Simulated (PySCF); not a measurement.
Species: C₄H₁₁NOSi₂.
Numbering: `[CH3:1]/[N:2]=[CH:3]/[Si@H:4]1[CH2:5][CH2:6][SiH2:7][O:8]1` (hydrogens: H9, H10, H11 on C1; H12 on C3; H13 on Si4; H14, H15 on C5; H16, H17 on C6; H18, H19 on Si7)

The same species was optimised twice, with GFN2-xTB and with PBE0-D3(BJ)/def2-SVP (PySCF), and the same property calculations (PySCF, gas phase) were run on both structures.

```tsv
coordinate	GFN2-xTB	PBE0-D3(BJ)/def2-SVP	change
Si7–O8 (Å)	1.639	1.680	+0.041
Si4–O8 (Å)	1.644	1.684	+0.040
N2=C3 (Å)	1.257	1.271	+0.014
Si4–C5 (Å)	1.912	1.899	-0.013
C6–Si7 (Å)	1.909	1.896	-0.013
C5–C6 (Å)	1.537	1.544	+0.007
C1–N2 (Å)	1.429	1.434	+0.005
C3–Si4 (Å)	1.882	1.881	-0.001
Si4–O8–Si7 (°)	119.8	115.6	-4.2
C3–Si4–O8 (°)	106.9	110.5	+3.6
N2–C3–Si4 (°)	120.6	117.7	-2.9
C3–Si4–C5 (°)	114.5	112.4	-2.1
C6–Si7–O8 (°)	98.6	100.1	+1.5
C5–Si4–O8 (°)	98.1	99.7	+1.6
C5–C6–Si7 (°)	107.7	106.4	-1.3
C1–N2–C3 (°)	120.6	119.4	-1.2
N2–C3–Si4–C5 (°)	96	90	-6
```

Rotational constants: A = 3741, B = 692.4, C = 632.2 MHz (GFN2-xTB) against A = 3747, B = 688.7, C = 631.1 MHz (PBE0-D3(BJ)/def2-SVP). Point groups within 0.08 Å: C1 and C1.

On the GFN2-xTB structure: HOMO (eV) -6.94 [PBE0/pcSseg-1]; LUMO (eV) -0.67 [PBE0/pcSseg-1]; dipole (D) 1.66 [PBE0/pcSseg-1]; GIAO shielding of C1 (ppm) 128.6 [PBE0/pcSseg-1]; GIAO shielding of N2 (ppm) -184.9 [PBE0/pcSseg-1]; GIAO shielding of C3 (ppm) 4.6 [PBE0/pcSseg-1]; GIAO shielding of Si4 (ppm) 354.4 [PBE0/pcSseg-1]; GIAO shielding of C5 (ppm) 176.3 [PBE0/pcSseg-1]; GIAO shielding of C6 (ppm) 177.5 [PBE0/pcSseg-1]; GIAO shielding of Si7 (ppm) 351.3 [PBE0/pcSseg-1]; GIAO shielding of O8 (ppm) 292.2 [PBE0/pcSseg-1].

Problem. What do these properties become on the PBE0-D3(BJ)/def2-SVP structure?

Solution. 
```csv
property,level,on GFN2-xTB,on PBE0-D3(BJ)/def2-SVP,change
HOMO (eV),PBE0/pcSseg-1,-6.94,-7.12,-0.18
LUMO (eV),PBE0/pcSseg-1,-0.67,-0.82,-0.15
dipole (D),PBE0/pcSseg-1,1.66,1.81,+0.15
"energy, GFN2-xTB geometry as zero (kcal/mol)",PBE0/pcSseg-1,0.0,-3.5,-3.5
GIAO shielding of C1 (ppm),PBE0/pcSseg-1,128.6,126.7,-1.9
GIAO shielding of N2 (ppm),PBE0/pcSseg-1,-184.9,-187.9,-3.0
GIAO shielding of C3 (ppm),PBE0/pcSseg-1,4.6,0.7,-3.9
GIAO shielding of Si4 (ppm),PBE0/pcSseg-1,354.4,351.4,-3.0
GIAO shielding of C5 (ppm),PBE0/pcSseg-1,176.3,175.4,-0.9
GIAO shielding of C6 (ppm),PBE0/pcSseg-1,177.5,176.1,-1.4
GIAO shielding of Si7 (ppm),PBE0/pcSseg-1,351.3,349.3,-2.0
GIAO shielding of O8 (ppm),PBE0/pcSseg-1,292.2,289.7,-2.5
```

The heavy atoms differ by 0.091 Å rms after alignment. Among bonds between heavy atoms Si4–O8 and Si7–O8 change most and about equally (+0.040 to +0.041 Å). Changes are differences of the printed values. Neither structure is proved a minimum here.
